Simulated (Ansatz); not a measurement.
Cost and result for the atomization energy of C$_{2}$H$_{8}$O$_{2}$Si$_{2}$ (`O[SiH](O)/C=C/[SiH3]`) (14 atoms, 13 bonds).

Cartesian coordinates in Å:
```
O 1.096 2.508 -0.946
Si -0.205 1.767 -0.280
O -1.397 1.474 -1.375
C 0.418 0.146 0.358
C -0.201 -1.012 0.107
Si 0.399 -2.662 0.731
H 0.989 3.398 -1.285
H -0.785 2.631 0.789
H -2.221 1.946 -1.261
H 1.325 0.138 0.964
H -1.101 -0.984 -0.509
H -0.642 -3.314 1.573
H 1.630 -2.458 1.538
H 0.695 -3.577 -0.405
```

Charge 0, multiplicity 1. All single points use the PBE0-D4/def2-TZVP geometry. It is one conformer, not always the lowest. Program: Ansatz. All runs use 2 threads of an AMD EPYC 7R13 on a shared host and a share of an NVIDIA H100 80 GB. Times are those of one run each, without the atoms' runs, and a repeat can differ threefold. Electronic energies, without spin–orbit coupling; frozen cores. CCSD(T)/CBS adds CCSD(T) − MP2 in def2-TZVPP to the MP2 limit, and its time is that of the two runs behind it. T1 = 0.012. B3LYP takes the VWN-RPA correlation (the form of Gaussian; ORCA's B3LYP/G).

CCSD(T)/CBS is a level of theory with its own doubt, some kJ/mol a heavy atom from the limit and from the frozen cores, so smaller differences don't rank the functionals.

```csv
level,functions,wall time
B2PLYP/def2-TZVPP,320,16 s
CCSD(T)/def2-TZVPP,320,16 s
ωB97M-V/def2-TZVPP (with forces),320,17 s
MP2/def2-QZVPP,608,18 s
ωB97X-V/def2-TZVPP,320,22 s
B3LYP-D4/def2-TZVPP (with forces),320,23 s
PBE0-D4/def2-TZVPP,320,29 s
CCSD(T)/CBS(def2),–,34 s
r2SCAN-D4/def2-TZVPP (with forces),320,48 s
PBE-D4/def2-TZVPP (with forces),320,63 s
```

(1) What atomization energy does each give, and how far from CCSD(T)/CBS? (An estimate is asked.)

Results:

(1) Computed: 
```tsv
level	atomization (kJ/mol)	difference from CCSD(T)/CBS	per bond
B2PLYP/def2-TZVPP	5239.6	-77.2	-5.9
CCSD(T)/def2-TZVPP	5170.4	-146.4	-11.3
ωB97M-V/def2-TZVPP (with forces)	5313.2	-3.6	-0.3
MP2/def2-QZVPP	5342.2	25.4	2.0
ωB97X-V/def2-TZVPP	5312.5	-4.3	-0.3
B3LYP-D4/def2-TZVPP (with forces)	5287.9	-28.9	-2.2
PBE0-D4/def2-TZVPP	5263.7	-53.1	-4.1
CCSD(T)/CBS(def2)	5316.8	0.0	0.0
r2SCAN-D4/def2-TZVPP (with forces)	5303.3	-13.5	-1.0
PBE-D4/def2-TZVPP (with forces)	5346.8	30.0	2.3
```

In def2-TZVPP, CCSD(T) changes the Hartree–Fock value by +1276.4 kJ/mol (the triples alone add +74.0 kJ/mol) and MP2 by +1360.6 kJ/mol; breaking electron pairs costs correlation energy, which Hartree–Fock lacks. The D4 term adds +50.8 kJ/mol with B3LYP and +26.9 kJ/mol with PBE0; it sums over pairs of atoms, weighted by their polarisabilities, and B3LYP, whose exchange is more repulsive, gets the larger term. From PBE to PBE0 (25 % exact exchange), in def2-TZVPP and without D4, the atomization energy moves by −78.4 kJ/mol: exact exchange takes away binding that semilocal exchange gives to molecules.
